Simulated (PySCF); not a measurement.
Bonds broken one at a time in the series Ga F-SiH3. Isolated molecules, 0 K electronic values unless said otherwise. Strings in code marks are SMILES.

The four lowest singlet excitations (Tamm–Dancoff). Level of theory: B3LYP-D3(BJ)/def2-TZVP (PySCF). B3LYP has the VWN-RPA correlation part, as in Gaussian. Excitations are Tamm–Dancoff values on a coarser integration grid. The basis has no diffuse functions, so Rydberg states are missing or too high.

```json
[
 {"state": "S1", "energy (eV)": "6.09", "wavelength (nm)": "204", "oscillator strength": "0.064"},
 {"state": "S2", "energy (eV)": "7.06", "wavelength (nm)": "176", "oscillator strength": "0.000"},
 {"state": "S3", "energy (eV)": "7.10", "wavelength (nm)": "175", "oscillator strength": "0.400"},
 {"state": "S4", "energy (eV)": "7.37", "wavelength (nm)": "168", "oscillator strength": "0.025"}
]
```

Q: Say which member gives these states.
A. `[F][Ga]([SiH3])[SiH3]`
B. `[F][Ga]([F])[F]`
C. `[F][Ga]([F])[SiH3]`

A: C, `[F][Ga]([F])[SiH3]`
